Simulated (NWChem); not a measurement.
System: C3H2F3, doublet; SMILES [C](C(F)=C)(F)F

NWChem input:

```
start job
memory heap 200 mb stack 900 mb global 1100 mb
geometry units angstroms noautosym nocenter noautoz
  C     -1.256358    -1.429321     0.000000
  C     -0.077357    -0.722732     0.000000
  F      1.089007    -1.372278     0.000000
  C      0.036625     0.659414     0.000000
  F     -1.005749     1.450119     0.000000
  F      1.174307     1.297397     0.000000
  H     -2.212669    -0.908770     0.000000
  H     -1.227731    -2.518479     0.000000
end
basis spherical
  C library def2-svp
  F library def2-svp
  H library def2-svp
end
dft
  odft
  mult 2
  xc b3lyp
  iterations 150
  mulliken
end
task dft energy
esp
  recalculate
  probe 0.07
  range 0.3
  factor 1.0
  spacing 0.02
end
task esp
```

Excerpt of the output:

```
             Northwest Computational Chemistry Package (NWChem) 7.3.0
             --------------------------------------------------------

                             Geometry "geometry" -> ""
                             -------------------------

 Output coordinates in angstroms (scale by  1.889725989 to convert to a.u.)

  No.       Tag          Charge          X              Y              Z
 ---- ---------------- ---------- -------------- -------------- --------------
    1 C                    6.0000    -1.25635800    -1.42932100     0.00000000
    2 C                    6.0000    -0.07735700    -0.72273200     0.00000000
    3 F                    9.0000     1.08900700    -1.37227800     0.00000000
    4 C                    6.0000     0.03662500     0.65941400     0.00000000
    5 F                    9.0000    -1.00574900     1.45011900     0.00000000
    6 F                    9.0000     1.17430700     1.29739700     0.00000000
    7 H                    1.0000    -2.21266900    -0.90877000     0.00000000
    8 H                    1.0000    -1.22773100    -2.51847900     0.00000000

 Effective nuclear repulsion energy (a.u.)     234.5252102794

                                 NWChem DFT Module
                                 -----------------

 Summary of "ao basis" -> "ao basis" (spherical)
 ------------------------------------------------------------------------------
       Tag                 Description            Shells   Functions and Types
 ---------------- ------------------------------  ------  ---------------------
 C                          def2-svp                 6       14   3s2p1d
 F                          def2-svp                 6       14   3s2p1d
 H                          def2-svp                 3        5   2s1p

            General Information
            -------------------
          SCF calculation type: DFT
          Wavefunction type:  spin polarized.
          No. of atoms     :     8
          No. of electrons :    47
           Alpha electrons :    24
            Beta electrons :    23
          Charge           :     0
          Spin multiplicity:     2
          Use of symmetry is: off; symmetry adaption is: off
          Maximum number of iterations: 150
          AO basis - number of functions:    94
                     number of shells:    42
          Convergence on energy requested:  1.00D-06
          Convergence on density requested:  1.00D-05
          Convergence on gradient requested:  5.00D-04

              XC Information
              --------------
                         B3LYP Method XC Potential
                     Hartree-Fock (Exact) Exchange  0.200
                        Slater Exchange Functional  0.800 local
                    Becke 1988 Exchange Functional  0.720 non-local
              Lee-Yang-Parr Correlation Functional  0.810
                  VWN I RPA Correlation Functional  0.190 local

             Grid Information
             ----------------
          Grid used for XC integration:  medium
          Radial quadrature: Mura-Knowles
          Angular quadrature: Lebedev.
          Tag              B.-S. Rad. Rad. Pts. Rad. Cut. Ang. Pts.
          ---              ---------- --------- --------- ---------
          C                   0.70       49          10.0       434
          F                   0.50       49          11.0       434
          H                   0.35       45          10.0       434
          Grid pruning is: on
          Number of quadrature shells:   384
          Spatial weights used:  Erf1

      Superposition of Atomic Density Guess
      -------------------------------------

 Sum of atomic energies:        -411.75052371

      Non-variational initial energy
      ------------------------------

 Total energy =    -414.143529
 1-e energy   =   -1036.028885
 2-e energy   =     387.360146
 HOMO         =      -0.087814
 LUMO         =       0.132305

     ---------------------------------------------
      Total Density - Mulliken Population Analysis
     ---------------------------------------------

    Atom       Charge   Shell Charges
 -----------   ------   -------------------------------------------------------
    1 C    6     6.50   1.99  0.97  0.28  2.11  1.12  0.02
    2 C    6     5.69   1.99  0.91  0.22  1.73  0.75  0.08
    3 F    9     9.37   1.99  1.14  0.77  3.44  2.04  0.01
    4 C    6     5.02   1.99  0.86  0.16  1.41  0.50  0.11
    5 F    9     9.32   1.99  1.14  0.76  3.41  2.02  0.01
    6 F    9     9.32   1.99  1.14  0.76  3.42  2.02  0.01
    7 H    1     0.89   0.66  0.20  0.03
    8 H    1     0.89   0.66  0.20  0.03

     --------------------------------------------
      Spin Density - Mulliken Population Analysis
     --------------------------------------------

    Atom       Charge   Shell Charges
 -----------   ------   -------------------------------------------------------
    1 C    6     0.42   0.00  0.00  0.00  0.22  0.19  0.00
    2 C    6     0.11   0.00  0.00  0.00  0.06  0.05  0.01
    3 F    9     0.01   0.00  0.00  0.00  0.01 -0.00  0.00
    4 C    6     0.40   0.00  0.00  0.00  0.23  0.16  0.00
    5 F    9     0.03   0.00  0.00  0.00  0.03  0.00  0.00
    6 F    9     0.03   0.00  0.00  0.00  0.03 -0.00  0.00
    7 H    1     0.00   0.00  0.00  0.00
    8 H    1     0.00   0.00  0.00  0.00

   convergence    iter        energy       DeltaE   RMS-Dens  Diis-err
 ---------------- ----- ----------------- --------- --------- ---------
 d= 0,ls=0.0,diis     1   -414.4730650296 -6.49D+02  1.13D-02  3.67D-01
                                                     9.98D-03  3.52D-01
 d= 0,ls=0.0,diis     2   -414.2636665116  2.09D-01  6.92D-03  8.88D-01
                                                     6.18D-03  8.61D-01
 d= 0,ls=0.0,diis     3   -414.6392014041 -3.76D-01  1.48D-03  1.25D-02
                                                     1.30D-03  1.24D-02
 d= 0,ls=0.0,diis     4   -414.6439707946 -4.77D-03  6.82D-04  5.29D-03
                                                     6.40D-04  4.47D-03
 d= 0,ls=0.0,diis     5   -414.6466667594 -2.70D-03  2.29D-04  6.65D-04
                                                     2.07D-04  6.68D-04
  Resetting Diis
 d= 0,ls=0.0,diis     6   -414.6469777155 -3.11D-04  1.40D-04  5.82D-05
                                                     1.36D-04  5.91D-05
 d= 0,ls=0.0,diis     7   -414.6470537857 -7.61D-05  4.79D-05  9.75D-06
                                                     5.87D-05  8.78D-06
 d= 0,ls=0.0,diis     8   -414.6470565624 -2.78D-06  2.85D-05  1.57D-05
                                                     2.53D-05  1.52D-05
 d= 0,ls=0.0,diis     9   -414.6470622316 -5.67D-06  1.07D-05  3.94D-07
                                                     1.38D-05  6.62D-07
 d= 0,ls=0.0,diis    10   -414.6470629817 -7.50D-07  8.85D-06  2.84D-07
                                                     7.27D-06  1.33D-07

         Total DFT energy =     -414.647062981732
      One electron energy =    -1037.718339859194
           Coulomb energy =      436.917505842227
    Exchange-Corr. energy =      -48.371439244185
 Nuclear repulsion energy =      234.525210279420

 Numeric. integr. density =       46.999998437412

                    DFT Final Alpha Molecular Orbital Analysis
                    ------------------------------------------

 Vector   22  Occ=1.000000D+00  E=-4.005905D-01
              MO Center=  3.6D-01, -1.0D+00, -1.2D-11, r^2= 2.2D+00
   Bfn.  Coefficient  Atom+Function         Bfn.  Coefficient  Atom+Function
  ----- ------------  ---------------      ----- ------------  ---------------
    33      0.469655  3 F  py                36     -0.317949  3 F  py
    32      0.290151  3 F  px                 4     -0.246897  1 C  px
    35     -0.194232  3 F  px                19      0.179961  2 C  py
    47     -0.166830  4 C  py                61     -0.162642  5 F  py
     3     -0.151743  1 C  s                 44      0.145969  4 C  s

[...]

                     NWChem Electrostatic Potential Fit Module
                     -----------------------------------------

 Atom parameters

 Number of atoms is                                    8
 Number of basis functions is                         94

 Grid parameters

 Maximum number of grid points is                  34781
 Number of grid points is                          34780
 Grid range                                     0.300000 nm
 Grid spacing                                   0.020000 nm
 Probe radius                                   0.070000 nm
 Atom radius factor                             1.000000

 Atomic radii

    1    0.100000
    6    0.147000
    9    0.128000
 FASTESP  F
  using M.O. file = ./job.movecs

    Atom              Coordinates                           Charge

                                                  ESP

    1 C    -0.125636   -0.142932    0.000000   -0.464650
    2 C    -0.007736   -0.072273    0.000000    0.225458
    3 F     0.108901   -0.137228    0.000000   -0.181491
    4 C     0.003663    0.065941    0.000000    0.362572
    5 F    -0.100575    0.145012    0.000000   -0.152996
    6 F     0.117431    0.129740    0.000000   -0.146664
    7 H    -0.221267   -0.090877    0.000000    0.164781
    8 H    -0.122773   -0.251848    0.000000    0.192990
                                            ------------
                                                0.000000

 Dipole moment                                  0.463076

 Quadrupole moment Qxx                         -2.186914
                   Qyy                         -0.458674
                   Qzz                          2.645588

 RMS deviation kJ/mol                           0.064601

 RRMS %                                        44.737315
```

Level: B3LYP/def2-SVP, spin-unrestricted. In the optimisation the excess spin sits in a" (Cs, its own frame). Coordinates come from a PBE0/def2-SVP, spin-unrestricted optimisation. No stability test was run on the SCF state.
